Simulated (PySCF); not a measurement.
Compound: C2H5BF2Si2.
SMILES with atom numbers: `[F:1][B:2]([F:3])[SiH2:4][C:5]#[C:6][SiH3:7]` (hydrogens: H8, H9 on Si4; H10, H11, H12 on Si7)

The calculation used PySCF, PBE0-D3(BJ)/def2-SVP geometry optimisation, gas phase.

(1) Give the optimised bond lengths and angles.

Answers

(1) 
| bond | length (Å) | order |
| --- | --- | --- |
| F1–B2, B2–F3 | 1.317 | single |
| B2–Si4 | 2.034 | single |
| Si4–C5 | 1.835 | single |
| C5≡C6 | 1.225 | triple |
| C6–Si7 | 1.836 | single |
| Si4–H8, Si4–H9 | 1.493 | single |
| Si7–H10, Si7–H11, Si7–H12 | 1.491 | single |

Bonds in one row agree within 0.01 Å and their mean is given. Orders are formal, as drawn. A selection of angles:
| angle | degrees |
| --- | --- |
| F1–B2–F3 | 116.7 |
| F1–B2–Si4 | 122.2 |
| B2–Si4–C5 | 108.6 |
| B2–Si4–H8 | 111.0 |
| B2–Si4–H9 | 109.5 |
| C5–Si4–H8 | 109.6 |
| H8–Si4–H9 | 109.2 |
| Si4–C5–C6 | 179.4 |
| C5–C6–Si7 | 179.0 |
| C6–Si7–H10 | 109.2 |
| H10–Si7–H11 | 109.6 |

Dihedral angles: F1–B2–Si4–C5 -129° (anticlinal). The mirror-image conformer, all signs reversed, is as good.

Si7 (SiH3 silicon) is tetrahedral (angles from 109.1° to 109.7°). B2 (three-coordinate boron) is planar (angles 122.2°, 121.1° and 116.7°, sum 360.0°, 0.01 Å off the plane of its three neighbours). Si4 (SiH2 silicon) is tetrahedral (angles from 108.6° to 111.0°).

Point group: C1 (no symmetry element, even within 0.4 Å). No PBE0-D3(BJ)/def2-SVP frequencies stand behind this structure, so it isn't proved a minimum. The numbers are those of one conformer.
